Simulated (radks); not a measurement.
Results of a calculation; reference values are marked as such.
Task: All-electron atom: the nickel ion Ni3+ in [Ar] 3d7. Code: a radial shooting solver on a logarithmic mesh with Libxc functionals. Model: Dirac Kohn-Sham, PBE, spin-unpolarised, spherical densities, point nucleus; open shells are shared between the two j in proportion to 2j + 1. Some entries of the table are withheld. Estimate them.

| orbital | occ. | eigenvalue (eV) | <r^2> (bohr^2) |
|---|---|---|---|
| 1s1/2 | 2 | -8250.544 | 0.003935 |
| 2s1/2 | 2 | (1) | 0.07073 |
| 2p1/2 | 2 | -896.4929 | 0.05583 |
| 2p3/2 | 4 | -879.0105 | 0.05740 |
| 3s1/2 | 2 | -150.5504 | 0.6236 |
| 3p1/2 | 2 | (2) | 0.6847 |
| 3p3/2 | 4 | (3) | 0.7017 |
| 3d3/2 | 2.8 | (4) | (5) |
| 3d5/2 | 4.2 | (6) | (7) |

Result: 
(1) 2s1/2 eigenvalue (eV): -1021.912
(2) 3p1/2 eigenvalue (eV): -112.1960
(3) 3p3/2 eigenvalue (eV): -109.9459
(4) 3d3/2 eigenvalue (eV): -47.2222
(5) 3d3/2 <r^2> (bohr^2): 1.013
(6) 3d5/2 eigenvalue (eV): -46.9511
(7) 3d5/2 <r^2> (bohr^2): 1.023
